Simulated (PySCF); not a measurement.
Two-component Hartree-Fock for Eu²⁺ (europium, charge +2)

Start: [Xe] 4f7; 4f7/2 filled at m_j = -5/2, -3/2, -1/2, +1/2, +3/2, +5/2, +7/2. Calculated with PySCF 2.14 in x2c-TZVPall-2c: generalised Hartree-Fock with the X2C-1e Hamiltonian and a Gaussian nucleus; spin-orbit coupling (SO) screened by Boettger's factors. This is a chosen level, not necessarily the ground level.

```json
{"spinor shell": "1s1/2", "electrons": "2", "ε, screened SO (eV)": "-48764.1", "weight of nominal j (screened SO)": "1.000", "rms radius, screened SO (bohr)": "0.0254"}
{"spinor shell": "2s1/2", "electrons": "2", "ε, screened SO (eV)": "-8135.5", "weight of nominal j (screened SO)": "1.000", "rms radius, screened SO (bohr)": "0.103"}
{"spinor shell": "2p1/2", "electrons": "2", "ε, screened SO (eV)": "-7702.7", "weight of nominal j (screened SO)": "1.000", "rms radius, screened SO (bohr)": "0.0881"}
{"spinor shell": "2p3/2", "electrons": "4", "ε, screened SO (eV)": "-7050.2", "weight of nominal j (screened SO)": "1.000", "rms radius, screened SO (bohr)": "0.0944"}
{"spinor shell": "3s1/2", "electrons": "2", "ε, screened SO (eV)": "-1849.0", "weight of nominal j (screened SO)": "1.000", "rms radius, screened SO (bohr)": "0.266"}
{"spinor shell": "3p1/2", "electrons": "2", "ε, screened SO (eV)": "-1661.4", "weight of nominal j (screened SO)": "1.000", "rms radius, screened SO (bohr)": "0.257"}
{"spinor shell": "3p3/2", "electrons": "4", "ε, screened SO (eV)": "-1525.2", "weight of nominal j (screened SO)": "1.000", "rms radius, screened SO (bohr)": "0.270"}
{"spinor shell": "3d3/2", "electrons": "4", "ε, screened SO (eV)": "-1204.3", "weight of nominal j (screened SO)": "0.995", "rms radius, screened SO (bohr)": "0.242"}
{"spinor shell": "3d5/2", "electrons": "6", "ε, screened SO (eV)": "-1174.5", "weight of nominal j (screened SO)": "0.996", "rms radius, screened SO (bohr)": "0.246"}
{"spinor shell": "4s1/2", "electrons": "2", "ε, screened SO (eV)": "-399.17", "weight of nominal j (screened SO)": "1.000", "rms radius, screened SO (bohr)": "0.602"}
{"spinor shell": "4p1/2", "electrons": "2", "ε, screened SO (eV)": "-326.01", "weight of nominal j (screened SO)": "0.966", "rms radius, screened SO (bohr)": "0.621"}
{"spinor shell": "4d3/2", "electrons": "4", "ε, screened SO (eV)": "-172.72", "weight of nominal j (screened SO)": "0.722", "rms radius, screened SO (bohr)": "0.705"}
{"spinor shell": "4d5/2", "electrons": "6", "ε, screened SO (eV)": "-163.17", "weight of nominal j (screened SO)": "0.814", "rms radius, screened SO (bohr)": "0.711"}
{"spinor shell": "5s1/2", "electrons": "2", "ε, screened SO (eV)": "-67.727", "weight of nominal j (screened SO)": "1.000", "rms radius, screened SO (bohr)": "1.50"}
{"spinor shell": "5p1/2", "electrons": "2", "ε, screened SO (eV)": "-46.030", "weight of nominal j (screened SO)": "0.881", "rms radius, screened SO (bohr)": "1.67"}
{"spinor shell": "5p3/2", "electrons": "4", "ε, screened SO (eV)": "-40.959", "weight of nominal j (screened SO)": "0.941", "rms radius, screened SO (bohr)": "1.79"}
{"spinor shell": "4f7/2", "electrons": "7", "ε, screened SO (eV)": "-27.662", "weight of nominal j (screened SO)": "0.532", "rms radius, screened SO (bohr)": "1.01"}
```

Question: Where does 4p3/2 lie, and what is the 4p spin-orbit splitting (screened SO)?

Answer: At -293.82 eV, 32.192 eV above 4p1/2.

```tsv
quantity	screened SO
E (hartree)	-10842.77270
M_J	7/2
⟨J²⟩	15.760
⟨L²⟩	0.097
⟨S²⟩	15.705
```

Each row is a mean over spinors that exchange with the open shell spreads, by up to 17.871 eV (4d5/2).

Rows whose weight is well below 1 are mixtures of j = l ± 1/2: exchange outweighs spin-orbit coupling there, and the label is only the starting occupation.

Breit and QED terms are absent; they matter most for the inner s and p1/2 levels.

Densities and radii are taken from the X2C orbitals without a picture-change correction, which distorts them close to the nucleus.
